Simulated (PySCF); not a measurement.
H₅P, SMILES [H][P@TB7]([H])([H])([H])[H]. Atoms are numbered in the order given.

```xyz
6

P      0.0000     0.0000     0.0000
H      0.0000     0.0000     1.4812
H      0.0000     0.0000    -1.4812
H      1.4274     0.0000     0.0000
H     -0.7137     1.2362     0.0000
H     -0.7137    -1.2362     0.0000
```
Charge 0, spin multiplicity 1.

Coordinates come from a PBE0-D3(BJ)/def2-TZVPD optimisation.

Calculation: B3LYP/pcSseg-2 run with PySCF.

GIAO shieldings, no solvent; atoms listed in one row are averaged. δ = σ(ref) − σ: ³¹P against PH3 (σ = 558.3 ppm); ¹H against TMS (σ = 31.68 ppm), references at their B3LYP-D3(BJ)/def2-TZVP geometries, non-relativistic.

Computed chemical shifts:
```csv
nucleus,atoms,count,δ (ppm)
³¹P,P1,1,-3.0
¹H,"H4, H5, H6",3,7.92
¹H,"H3, H2",2,5.87
```
